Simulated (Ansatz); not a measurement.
CF2InN (`N#[C][In]([F])[F]`), relaxed with RKS PBE-D4/def2-SVP in the Gaussian-basis code of Ansatz from a rough embedded geometry. The force threshold is 0.03 eV/Å; the program also tests the step.

The species carries charge 0 and has multiplicity 1. In: def2 effective core potential.

Start:

```xyz
5

N     1.728   -1.085    0.709
C     0.757   -0.535    0.216
In   -0.771    0.456   -0.430
F    -0.022    1.250   -1.250
F    -1.692   -0.086    0.755
```

(1) By how much does the energy fall, and how many steps does the optimiser take? (An estimate is asked.)

(2) Which bonds change most? (Estimate.)

(3) Give the relaxed structure. (An estimate is asked.)

Results:

(1) Ansatz gave: 374.96 kcal/mol, in 7 steps.

(2) Ansatz gave: In3–F4 from 1.365 to 1.958 Å; In3–F5 from 1.596 to 1.958 Å; C2–In3 from 1.932 to 2.102 Å; N1–C2 from 1.220 to 1.174 Å.

(3) Computed: 
```xyz
5

N     2.085   -1.386    0.776
C     1.150   -0.765    0.430
In   -0.521    0.347   -0.193
F    -0.426    1.666   -1.638
F    -2.288    0.138    0.625
```
